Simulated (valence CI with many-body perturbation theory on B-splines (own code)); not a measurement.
## Forbidden lines of Sm4+

Calculated by configuration interaction combined with many-body perturbation theory (CI+MBPT): four valence electrons over a frozen Dirac-Fock core [Xe], radial functions for each j: 8 s, 8 p, 9 d, 9 f, 6 g, 3 h, 2 i, with the one-electron correlation potential Σ1, the two-electron term Σ2, the three-electron term Σ3, Breit, model QED; the open f shell's mean field enters the energy denominators; selected CI, second order for the rest, scaled by the run's own slope (own B-spline code, finite nucleus).

Against measured spectra of neutral and singly charged lanthanides and actinides this method errs by a few hundred cm⁻¹ within a configuration and by up to about 5,000 between configurations. No measured levels were compared; by estimate terms of the open shell hold to a few per cent of their energy, and close levels can change places. Core correlation moves these levels by up to 7100 cm⁻¹, and in measured spectra 5 to 20 % of such shifts remained as error; rates that hang on mixing are uncertain with them. Among the levels kept, up to 260 cm⁻¹ of a level comes from second order outside the variational space, and about a tenth of that is noise between levels of different J, which matters for small intervals. Only levels of the ground parity were solved; by the run's estimate the other parity begins above the list, which can be wrong where configurations are misplaced.

Lines 1 to 50 of 119 in falling wavelength, among levels below 48176 cm⁻¹, chosen from the decays that carry over 1 % of a level's rate. Wavelengths and rates use the calculated energies, so an error of 2000 cm⁻¹ moves a line at 6431 nm by 130 % and its rate by three times that or more. Weak lines are less certain than strong ones. Lines between different terms over intervals too small for the method are left out, as are lines whose strength nearly cancels. Where a level lies close to another of its J and parity, the split of strength between their lines is uncertain. Intervals below about 2000 cm⁻¹, as at the head of this list, are uncertain by tens of per cent. Branching is blank where the lifetime is uncertain.

Names give the largest LS component (configuration and term), which can be under half, so a name can repeat, a term be missing and a line seem to break the LS rules; names also repeat where a configuration has a term twice. Letters in brackets count levels of one name in rising energy.

| λ vac (nm) | Upper | Lower | Type | A (s⁻¹) | Branch % |
| --- | --- | --- | --- | --- | --- |
| 19290 | 4f⁴ ⁵F_2 | 4f⁴ ⁵F_1 | M1 | 8.37e-03 | 99.8 |
| 14700 | 4f⁴ ⁵G_3 | 4f⁴ ⁵G_2 | M1 | 1.53e-02 | 3.8 |
| 9326 | 4f⁴ ³L_9 | 4f⁴ ³L_8 | M1 | 2.37e-02 | 1.2 |
| 8977 | 4f⁴ ⁵F_3 | 4f⁴ ⁵F_2 | M1 | 8.78e-02 | 95.0 |
| 8618 | 4f⁴ ⁵F_4 | 4f⁴ ⁵F_3 | M1 | 7.81e-02 | 16.0 |
| 7469 | 4f⁴ ³L_8 | 4f⁴ ³L_7 | M1 | 4.50e-02 |  |
| 6431 | 4f⁴ ⁵S_2 | 4f⁴ ⁵F_2 | M1 | 6.33e-03 | 47.9 |
| 6409 | 4f⁴ ³K_7 | 4f⁴ ³K_6 | M1 | 8.29e-02 | 1.3 |
| 6105 | 4f⁴ ³G_3 [a] | 4f⁴ ⁵G_4 | M1 | 4.66e-02 | 1.4 |
| 5726 | 4f⁴ ⁵F_5 | 4f⁴ ⁵F_4 | M1 | 1.63e-01 | 50.9 |
| 5357 | 4f⁴ ³P_0 | 4f⁴ ³P_1 | M1 | 1.87e-01 | 40.8 |
| 5147 | 4f⁴ ³K_8 | 4f⁴ ³K_7 | M1 | 1.54e-01 | 2.2 |
| 5129 | 4f⁴ ⁵I_5 | 4f⁴ ⁵I_4 | M1 | 4.50e-01 | 100.0 |
| 4823 | 4f⁴ ⁵S_2 | 4f⁴ ⁵F_1 | M1 | 6.77e-03 | 51.2 |
| 4789 | 4f⁴ ⁵I_6 | 4f⁴ ⁵I_5 | M1 | 6.97e-01 | 100.0 |
| 4618 | 4f⁴ ⁵I_7 | 4f⁴ ⁵I_6 | M1 | 6.76e-01 | 100.0 |
| 4547 | 4f⁴ ⁵I_8 | 4f⁴ ⁵I_7 | M1 | 4.22e-01 | 100.0 |
| 4180 | 4f⁴ ³H_6 [a] | 4f⁴ ⁵G_6 | M1 | 7.77e-02 | 1.6 |
| 4077 | 4f⁴ ⁵G_5 | 4f⁴ ⁵G_4 | M1 | 6.52e-01 | 11.2 |
| 4028 | 4f⁴ ³M_8 | 4f⁴ ³L_7 | M1 | 5.93e-02 |  |
| 3792 | 4f⁴ ⁵G_4 | 4f⁴ ⁵G_3 | M1 | 7.83e-01 | 14.1 |
| 3659 | 4f⁴ ⁵G_5 | 4f⁴ ³H_5 [a] | M1 | 1.76e-01 | 3.0 |
| 3574 | 4f⁴ ³H_6 [a] | 4f⁴ ⁵G_5 | M1 | 5.24e-01 | 10.6 |
| 3462 | 4f⁴ ³H_5 [a] | 4f⁴ ³H_4 [a] | M1 | 7.46e-01 | 13.3 |
| 3186 | 4f⁴ ⁵G_6 | 4f⁴ ³H_5 [a] | M1 | 7.06e-01 | 29.6 |
| 3156 | 4f⁴ ⁵G_4 | 4f⁴ ³H_4 [a] | M1 | 3.04e-01 | 5.5 |
| 2860 | 4f⁴ ³H_4 [a] | 4f⁴ ⁵F_4 | M1 | 2.58e-01 | 3.1 |
| 2846 | 4f⁴ ³D_3 | 4f⁴ ³D_2 | M1 | 5.21e-01 | 15.1 |
| 2678 | 4f⁴ ³G_4 [a] | 4f⁴ ³G_3 [a] | M1 | 1.24e+00 | 13.9 |
| 2495 | 4f⁴ ¹D_2 [a] | 4f⁴ ³D_2 | M1 | 1.60e-01 | 2.9 |
| 2483 | 4f⁴ ⁵G_3 | 4f⁴ ⁵F_4 | M1 | 7.49e-02 | 18.6 |
| 2459 | 4f⁴ ⁵G_2 | 4f⁴ ⁵S_2 | M1 | 5.90e-03 | 3.2 |
| 2339 | 4f⁴ ³G_3 [a] | 4f⁴ ⁵G_3 | M1 | 9.64e-02 | 2.8 |
| 2218 | 4f⁴ ⁵G_2 | 4f⁴ ⁵F_3 | M1 | 4.18e-02 | 22.8 |
| 2156 | 4f⁴ ³H_5 [a] | 4f⁴ ⁵F_5 | M1 | 2.51e-01 | 4.5 |
| 2147 | 4f⁴ ³H_4 [a] | 4f⁴ ⁵F_3 | M1 | 3.61e-01 | 4.3 |
| 2081 | 4f⁴ ³G_3 [a] | 4f⁴ ³H_4 [a] | M1 | 5.90e-02 | 1.7 |
| 2018 | 4f⁴ ³G_3 [a] | 4f⁴ ⁵G_2 | M1 | 1.46e+00 | 43.0 |
| 1927 | 4f⁴ ⁵G_3 | 4f⁴ ⁵F_3 | M1 | 3.46e-02 | 8.6 |
| 1862 | 4f⁴ ³G_4 [a] | 4f⁴ ⁵G_4 | M1 | 5.32e-01 | 6.0 |
| 1839 | 4f⁴ ³D_2 | 4f⁴ ⁵G_3 | M1 | 1.04e-01 | 1.6 |
| 1808 | 4f⁴ ³H_6 [a] | 4f⁴ ³H_5 [a] | M1 | 1.41e-01 | 2.9 |
| 1779 | 4f⁴ ⁵G_2 | 4f⁴ ⁵F_2 | M1 | 3.56e-02 | 19.4 |
| 1769 | 4f⁴ ³G_4 [a] | 4f⁴ ³H_5 [a] | M1 | 4.79e-01 | 5.4 |
| 1736 | 4f⁴ ³L_8 | 4f⁴ ³K_8 | M1 | 1.26e+00 |  |
| 1635 | 4f⁴ ³D_2 | 4f⁴ ⁵G_2 | M1 | 2.41e-01 | 3.7 |
| 1629 | 4f⁴ ⁵G_2 | 4f⁴ ⁵F_1 | M1 | 7.30e-02 | 39.8 |
| 1587 | 4f⁴ ⁵G_3 | 4f⁴ ⁵F_2 | M1 | 1.57e-01 | 39.0 |
| 1584 | 4f⁴ ³D_3 | 4f⁴ ⁵G_4 | M1 | 1.19e-01 | 3.5 |
| 1571 | 4f⁴ ³L_7 | 4f⁴ ³K_7 | M1 | 1.24e+00 | 26.1 |
